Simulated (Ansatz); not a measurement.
Cost and result for the atomization energy of C₂H₅BO (`CC1BO1`) (9 atoms, 9 bonds).

Z-matrix (Å, degrees):
```
C
C 1 1.496
H 1 1.094 2 109.3
H 1 1.092 2 111.8 3 119.4
H 1 1.094 2 111.5 3 -119.1
B 2 1.513 1 125.0 3 -110.2
O 2 1.510 1 114.8 3 -170.0
H 2 1.089 1 114.7 3 60.8
H 6 1.185 2 159.2 1 81.4
```

Charge 0, multiplicity 1. The geometry is a stationary point of PBE0-D4/def2-TZVP. Program: Ansatz. All runs use 2 threads of an Arm Neoverse V2 on a shared host. Times are those of one run each, without the atoms' runs, and a repeat can differ threefold. Electronic energies, without spin–orbit coupling; frozen cores. CCSD(T)/CBS adds CCSD(T) − MP2 in def2-TZVPP to the MP2 limit, and its time is that of the two runs behind it. T1 = 0.015. B3LYP takes the VWN-RPA correlation (the form of Gaussian; ORCA's B3LYP/G).

CCSD(T)/CBS is a level of theory with its own doubt, some kJ/mol a heavy atom from the limit and from the frozen cores, so smaller differences don't rank the functionals.

| level | functions | wall time |
| --- | --- | --- |
| revPBE-D4/def2-TZVPP | 194 | 1.6 s |
| CCSD(T)/def2-SVP | 81 | 1.9 s |
| BHLYP-D4/def2-TZVPP | 194 | 1.9 s |
| PBE0-D4/def2-TZVPP | 194 | 2 s |
| CAM-B3LYP-D4/def2-TZVPP | 194 | 2.4 s |
| B3LYP-D4/def2-TZVPP (with forces) | 194 | 2.7 s |
| PBE-QIDH/def2-TZVPP | 194 | 3.5 s |
| B2PLYP/def2-TZVPP | 194 | 3.5 s |
| r2SCAN-D4/def2-TZVPP (with forces) | 194 | 3.7 s |
| ωB97M-V/def2-TZVPP (with forces) | 194 | 8 s |
| MP2/def2-QZVPP | 378 | 13 s |
| CCSD(T)/def2-TZVPP | 194 | 42 s |
| CCSD(T)/CBS(def2) | – | 55 s |

Question: What atomization energy does each give, and how far from CCSD(T)/CBS? (An estimate is asked.)

Answer: Ansatz gave: 
| level | atomization (kcal/mol) | difference from CCSD(T)/CBS | per bond |
| --- | --- | --- | --- |
| revPBE-D4/def2-TZVPP | 865.7 | 4.0 | 0.4 |
| CCSD(T)/def2-SVP | 828.0 | -33.7 | -3.7 |
| BHLYP-D4/def2-TZVPP | 838.1 | -23.6 | -2.6 |
| PBE0-D4/def2-TZVPP | 870.8 | 9.1 | 1.0 |
| CAM-B3LYP-D4/def2-TZVPP | 869.9 | 8.2 | 0.9 |
| B3LYP-D4/def2-TZVPP (with forces) | 865.6 | 3.9 | 0.4 |
| PBE-QIDH/def2-TZVPP | 862.8 | 1.1 | 0.1 |
| B2PLYP/def2-TZVPP | 858.5 | -3.2 | -0.4 |
| r2SCAN-D4/def2-TZVPP (with forces) | 870.7 | 9.0 | 1.0 |
| ωB97M-V/def2-TZVPP (with forces) | 868.5 | 6.8 | 0.8 |
| MP2/def2-QZVPP | 872.3 | 10.6 | 1.2 |
| CCSD(T)/def2-TZVPP | 841.8 | -19.9 | -2.2 |
| CCSD(T)/CBS(def2) | 861.7 | 0.0 | 0.0 |

From PBE to PBE0 (25 % exact exchange), in def2-TZVPP and without D4, the atomization energy moves by −17.2 kcal/mol: exact exchange takes away binding that semilocal exchange gives to molecules. At CCSD(T), def2-SVP lies −33.7 kcal/mol from the extrapolated value and def2-TZVPP −19.9 kcal/mol: correlation converges slowly with the basis, and small sets miss more of it in the bonded molecule than in its fragments. In def2-TZVPP, CCSD(T) changes the Hartree–Fock value by +204.4 kcal/mol (the triples alone add +13.2 kcal/mol) and MP2 by +223.2 kcal/mol; breaking electron pairs costs correlation energy, which Hartree–Fock lacks.
